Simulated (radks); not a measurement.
Question: Species: Ge10+. Configuration: [Ar] 3d4. Method: Dirac Kohn-Sham, BLYP, spin-unpolarised, spherical densities, finite nucleus; open shells fill j = l - 1/2 first; Fermi nuclear charge, rms radius 4.0742 fm; computed with a radial shooting solver on a logarithmic mesh with Libxc functionals. Some entries of the table are withheld. Estimate them.

orbital  occ.  eigenvalue (Ry)  <1/r> (bohr^-1)  <r> (bohr)
1s1/2       2        -825.2039            32.38     0.04700
2s1/2       2        -120.7247            7.158      0.2095
2p1/2       2              (1)            7.116         (2)
2p3/2       4              (3)            6.923         (4)
3s1/2       2        -29.97596            2.462      0.5841
3p1/2       2        -26.25035            2.371      0.5830
3p3/2       4        -25.86649            2.327      0.5906
3d3/2       4              (5)              (6)      0.5693
3d5/2       0              (7)              (8)      0.5715
4s1/2       0        -12.26263            1.061       1.309
4p1/2       0        -11.03481              (9)       1.365
4p3/2       0        -10.94352             (10)       1.376

Answer: 
(1) 2p1/2 eigenvalue (Ry): -109.6077
(2) 2p1/2 <r> (bohr): 0.1810
(3) 2p3/2 eigenvalue (Ry): -107.2623
(4) 2p3/2 <r> (bohr): 0.1845
(5) 3d3/2 eigenvalue (Ry): -19.62507
(6) 3d3/2 <1/r> (bohr^-1): 2.149
(7) 3d5/2 eigenvalue (Ry): -19.55917
(8) 3d5/2 <1/r> (bohr^-1): 2.139
(9) 4p1/2 <1/r> (bohr^-1): 1.007
(10) 4p3/2 <1/r> (bohr^-1): 0.9954
